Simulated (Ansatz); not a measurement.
Mulliken charges of CH₃Cl₂Si, SMILES `C[Si](Cl)Cl` radical from ωB97M-V/def2-TZVPP in Ansatz (PBE0-D4/def2-TZVP geometry).

```csv
atom,x (Å),y (Å),z (Å),charge (e)
C1,-0.163,0.844,-0.138,-0.402
Si2,-0.293,-0.903,0.496,0.405
Cl3,1.440,-1.390,1.494,-0.198
Cl4,-0.522,-2.186,-1.096,-0.198
H5,-1.070,1.112,-0.683,0.130
H6,-0.025,1.536,0.694,0.130
H7,0.694,0.920,-0.813,0.134
```

Q: By hand: the dipole of these point charges (1 e Å = 4.8032 D).

A: Σ q r = (-0.284, 0.471, 0.070) e Å, of length 0.554 e Å = 2.66 D.

Q: How does the dipole of the full density compare? (Estimate.)

A: Ansatz gave: (-0.137, 0.392, -0.017) e Å, 2.00 D; the point charges give 1.33 times that, at 15° from its direction.

Point charges leave out the atoms' own dipoles, such as those of lone pairs, and Mulliken's split depends on the basis, so the two needn't agree.
